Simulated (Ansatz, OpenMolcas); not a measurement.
# How methods differ on SnGeH6 (SMILES [GeH3][SnH3])

SnGeH6: 8 atoms, total charge 0, spin state singlet. As SMILES, `[GeH3][SnH3]`. Geometry: relaxed at PBE0-D4/def2-TZVP.

Each level gives the electronic atomisation energy (eV). The values are calculated. Electronic energies at fixed atoms, without zero-point motion or spin-orbit coupling.

```csv
level,kind,program,value (eV),CPU time (all runs)
HF/def2-SVP (core potential),Hartree–Fock,Ansatz,14.31,2.8 s
revPBE/def2-SVP (core potential),GGA,Ansatz,18.47,8.9 s
r2SCAN/def2-SVP (core potential),meta-GGA,OpenMolcas,19.48,71 s
BHLYP/def2-SVP (core potential),global hybrid,Ansatz,19.16,9.6 s
M06-2X/def2-SVP (core potential),hybrid meta-GGA,OpenMolcas,18.61,42 s
PBE0/def2-SVP (core potential),global hybrid,OpenMolcas,19.08,34 s
wB97M-V/def2-SVP (core potential),range-separated hybrid,Ansatz,19.67,86 s
B2PLYP/def2-SVP (core potential),double hybrid,Ansatz,18.94,12 s
```

The values span 14.31 to 19.67 eV. CPU times are rough (shared hosts, several kinds of processor and program).
